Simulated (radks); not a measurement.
Spherical quantum dot in the effective-mass picture: electrons in a hard-walled sphere of radius 1.41, with a point charge +1 (a donor) at the centre, all in effective atomic units (hartree* = m*/eps^2 hartree, bohr* = eps/m* bohr), one dielectric constant everywhere. Calculated with a radial shooting solver with Libxc functionals: non-relativistic Kohn-Sham, r2SCAN, spin-polarised, spherical densities, generalised Kohn-Sham scheme. Levels are named by radial order and angular momentum (1s, 1p, 1d, 2s, ...), and open shells are averaged over m.

N = 6, configuration 1s2 1p(up 3, down 1). This is the lowest configuration that the search found. Occupied and some empty levels:

level,occupation,eigenvalue (hartree*),<r> (bohr*)
1s up,1,6.5145,0.7074
1s down,1,6.6956,0.7008
1p up,3,9.1493,0.8484
1p down,1,9.4098,0.8481
1d up,0,12.405,0.9234
1d down,0,12.703,0.9239
2s up,0,13.649,0.6846
2s down,0,13.812,0.6872
1f up,0,16.358,0.9746
1f down,0,16.694,0.9752

Energy (hartree*): total 31.7543, kinetic 25.372, external -8.7033, Hartree 20.122, exchange-correlation -5.0371.

Electron density:

r (bohr*),n(r) (e/bohr*^3)
0.104,1.573
0.210,1.445
0.316,1.415
0.421,1.424
0.527,1.423
0.633,1.369
0.739,1.238
0.844,1.028
0.950,0.7628
1.06,0.4840
1.16,0.2414
1.27,0.07608
1.37,0.004739
